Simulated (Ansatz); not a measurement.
`[NH2][Al]([NH2])[F]` from Hartree–Fock to CCSD(T)

```xyz
8

N    -1.298    0.859    0.251
Al    0.282    0.340   -0.320
N     1.006   -1.212    0.080
F     1.137    1.370   -1.288
H    -1.713    1.747    0.023
H    -1.912    0.326    0.842
H     0.588   -1.922    0.657
H     1.910   -1.510   -0.246
```

The species carries charge 0 and has multiplicity 1. All single points use the PBE0-D4/def2-TZVP geometry. It is one conformer, not always the lowest. Frozen core, restricted reference, the Gaussian-basis code of Ansatz. CBS rows extrapolate triple and quadruple zeta.

| basis | HF (Eh) | MP2 corr. | CCSD corr. | (T) | CCSD(T) total |
| --- | --- | --- | --- | --- | --- |
| def2-SVP | -452.50055 | ? | -0.61500 | -0.01206 | ? |
| def2-TZVPP | -452.85732 | -0.75835 | -0.77582 | -0.02562 | -453.65876 |
| def2-QZVPP | -452.87595 | ? | -0.83029 | -0.02990 | ? |
| CBS(def2) | -452.87852 | -0.86691 | -0.87064 | -0.03307 | -453.78223 |
| cc-pV(D+d)Z | ? | -0.59373 | ? | -0.01245 | ? |
| cc-pV(T+d)Z | -452.84934 | -0.76177 | -0.77838 | -0.02594 | -453.65366 |
| cc-pV(Q+d)Z | -452.87213 | -0.82235 | – | – | – |
| CBS(cc) | -452.87900 | -0.86548 | -0.88209 | as TZ | -453.78703 |

(1) Fill in the withheld values. (Best estimate.)

Results:

(1) The calculation gave: def2-SVP MP2 corr.: -0.58925; def2-SVP CCSD(T) total: -453.12761; def2-QZVPP MP2 corr.: -0.82071; def2-QZVPP CCSD(T) total: -453.73614; cc-pV(D+d)Z HF (Eh): -452.75721; cc-pV(D+d)Z CCSD corr.: -0.61891; cc-pV(D+d)Z CCSD(T) total: -453.38857.
